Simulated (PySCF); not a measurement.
## C₆ coefficients of unlike pairs at UHF

Calculated with PySCF 2.14 from the dipole response of each species, C₆(A,B) = (3/π) ∫ α_A(iu) α_B(iu) du, in atomic units, from isotropic polarisabilities. For ions this is the dispersion term alone; charge-induced terms of lower order in 1/R come first.

| species | configuration | basis | relativity | α (bohr³) | C₆ (like pair) |
| --- | --- | --- | --- | --- | --- |
| P³⁺ | [Ne] 3s2 (1S) | dyall-av3z (19s12p3d2f) | spin-free X2C | 7.065 | 18.28 |
| Si³⁺ | [Ne] 3s1 (2S) | def2-QZVPPD (10s6p5d2f1g) | none | 7.939 | 15.75 |
| Mo | [Kr] 4d5 5s1 (7S) | aug-cc-pwCVDZ-PP with ECP28MDF (6s6p5d3f) | core potential | 107.1 | 1166 |
| As³⁺ | [Ar] 3d10 4s2 (1S) | x2c-QZVPPall with one added diffuse shell each of s, p, d, f type (12s9p6d5f1g) | spin-free X2C | 7.751 | 25.19 |

Task: Estimate C₆ for As³⁺ with Si³⁺.

Result: The integral gives 19.29. The combination rule 2 C_A C_B / (C_A α_B/α_A + C_B α_A/α_B) gives 19.27 and the geometric mean 19.92.

No spin-orbit coupling is included.

The other pairs:

```csv
pair,C₆
"Mo, Si³⁺",127.4
"Si³⁺, P³⁺",16.70
"As³⁺, P³⁺",21.28
"As³⁺, Mo",146.8
"Mo, P³⁺",129.0
```
